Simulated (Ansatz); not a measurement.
Wavefunction ladder for AlFGeH$_{4}$, SMILES `[F][AlH][GeH3]`

```tsv
atom	x (Å)	y (Å)	z (Å)
F1	-0.376	-2.561	0.226
Al2	-0.474	-1.161	-0.647
Ge3	0.360	0.892	0.442
H4	-1.111	-1.280	-2.089
H5	-0.785	1.617	1.177
H6	1.460	0.606	1.478
H7	0.927	1.887	-0.588
```

Total charge 0; spin multiplicity 1. Correlated methods include outer-core shells of Ge, which these sets cover unevenly. Scalar relativity is left out up to krypton. Geometry: relaxed with PBE0-D4/def2-TZVP. Frozen core, restricted reference, Ansatz 0.2.0.

```
     basis      HF (Eh)  MP2 corr.  CCSD corr.       (T)  CCSD(T) total
  def2-SVP  -2418.69541          ?           ?  -0.01081              ?
def2-TZVPP            ?   -0.59451    -0.61982  -0.01862              ?
def2-QZVPP  -2419.23044          ?           –         –              –
```

(1) Fill in the withheld values. (An estimate is asked.)

Answers

(1) The calculation gave: def2-SVP MP2 corr.: -0.48660; def2-SVP CCSD corr.: -0.51119; def2-SVP CCSD(T) total: -2419.21741; def2-TZVPP HF (Eh): -2419.17576; def2-TZVPP CCSD(T) total: -2419.81420; def2-QZVPP MP2 corr.: -0.88942.
